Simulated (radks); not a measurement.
Values are calculated unless marked as measured or tabulated.
All-electron atom: Fe7+ in [Ar] 3d1 (the NIST ground configuration). Level of theory: Dirac Kohn-Sham, BLYP, spin-unpolarised, spherical densities, point nucleus; open shells fill j = l - 1/2 first (a radial shooting solver on a logarithmic mesh with Libxc functionals).

Normalised radial functions P(r) = r R(r) (large component), r in bohr:

r,3p1/2
0.00282,0.0025
0.004107,0.0047
0.006029,0.0091
0.008781,0.0176
0.01279,0.0341
0.01863,0.0650
0.02735,0.1221
0.03983,0.2165
0.05801,0.3576
0.08449,0.5304
0.124,0.6643
0.1807,0.6014
0.2631,0.1875
0.3832,-0.5324
0.5626,-1.1550
0.8195,-1.1554
1.193,-0.6350
1.738,-0.1734
2.552,-0.0172
3.717,-0.0004
5.413,0.0000

3p1/2: eigenvalue -193.45 eV, 1 radial node at r = 0.293 bohr, <r> = 0.773 bohr, 90 % of the charge inside 1.16 bohr.
